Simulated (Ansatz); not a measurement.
The same path of a periodic cell of 14 atoms, HPt12F (surface Pt(111), adsorbate HF) was run twice with different band settings.

Method: Ansatz, DFT PBE-D3(BJ), scalar-relativistic, plane waves, PAW. Settings: cutoff 420 eV, k mesh 4x4x1, gaussian smearing 0.15 eV, no spin polarisation.

Relaxed end points:

```xyz
14
Lattice="5.5437 0.0000 0.0000 2.7719 4.8010 0.0000 0.0000 0.0000 16.5264" Properties=species:S:1:pos:R:3
Pt 1.386 0.800 1.000
Pt 4.158 0.800 1.000
Pt 2.772 3.201 1.000
Pt 5.544 3.201 1.000
Pt -0.006 1.596 3.309
Pt 2.765 1.595 3.308
Pt 1.381 3.996 3.311
Pt 4.153 3.995 3.309
Pt -0.013 -0.011 5.624
Pt 2.754 -0.011 5.618
Pt 1.371 2.385 5.618
Pt 4.144 2.389 5.620
F 6.787 3.940 8.585
H 7.289 4.221 7.833
```

```xyz
14
Lattice="5.5437 0.0000 0.0000 2.7719 4.8010 0.0000 0.0000 0.0000 16.5264" Properties=species:S:1:pos:R:3
Pt 1.386 0.800 1.000
Pt 4.158 0.800 1.000
Pt 2.772 3.201 1.000
Pt 5.544 3.201 1.000
Pt -0.028 1.625 3.306
Pt 2.742 1.627 3.310
Pt 1.356 4.027 3.307
Pt 4.129 4.026 3.310
Pt -0.065 0.062 5.615
Pt 2.712 0.055 5.621
Pt 1.324 2.456 5.619
Pt 4.098 2.455 5.627
F 8.744 4.037 8.530
H 9.080 3.451 7.866
```

Common settings: climbing image yes; force threshold 0.05 eV/Å; end points relaxed; atoms held 1 to 4.

| run | movable images | spring | optimiser | start path | iteration limit |
| --- | --- | --- | --- | --- | --- |
| 1 | 7 | 1.0 eV/Å² | lbfgs | IDPP | 44 |
| 2 | 2 | 5.0 eV/Å² | quadratic models (default) | default | 50 |

Task: What does each run give, and how far can it be trusted?

Result: Run 1: converged after 25 iterations, highest image 0.013 eV above the first end. By the program's own check the climbing image is of a kind that is not told: the force calls were inconclusive, a negative curvature could not be distinguished from the path's own, the only one lies far off the path, or fixed occupations may fill a level only in part (lowest curvatures found: -0.36 and 0.04 eV/Å²).
Run 2: converged after 16 iterations, highest image 0.002 eV above the first end. The top lies less than 8 meV above the higher end, about what the thresholds resolve: the motion is nearly free. The order of the point at the top wasn't checked. So few images can step over the top or miss a turn of the path.
Limits of this set-up: coarse k mesh, thin slab, slab without dipole correction, a typed lattice constant that wasn't relaxed here.
